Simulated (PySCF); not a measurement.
A GIAO shielding run with PySCF 2.14.0 with density-fitted response routines (density fitting, non-relativistic, gas phase) on SMILES C=C(C)[Si-](C)C#N, [C$_{5}$H$_{8}$NSi]-:

```
$ OMP_NUM_THREADS=1 python probes_run.py task.json out

{"job": {"kind": "nmr", "xc": "PBE0", "basis": "pcSseg-1"}, "charge": -1, "multiplicity": 1}
C     -1.572597    -0.420040    -0.888899
C     -0.834778     0.105508     0.086765
C     -1.441266     0.351124     1.435769
Si     0.873359     0.843261    -0.167714
C      1.719906    -0.210693    -1.523989
C      1.747793     0.317531     1.376161
N      2.330492     0.290497     2.379904
H     -1.169636    -0.590436    -1.876985
H     -2.609625    -0.720359    -0.754660
H     -0.794871    -0.052684     2.215879
H     -1.522271     1.425088     1.613643
H     -2.435398    -0.095125     1.530921
H      2.789759    -0.002982    -1.545132
H      1.591483    -1.287970    -1.399523
H      1.323238     0.055269    -2.504052
```

Hardware: 1 thread of an Intel Xeon, shared host. The job also computes population analyses, field gradients.

**Question.** How large is the calculation?

**Answer.** 60 electrons, 166 basis functions and 876 auxiliary functions.

**Question.** How long does it take, and how much memory does it need?

**Answer.** 40 s of wall time, with 14 SCF cycles and 5 response iterations; peak memory 0.81 GiB. Times on a shared host scatter by some tens of per cent.
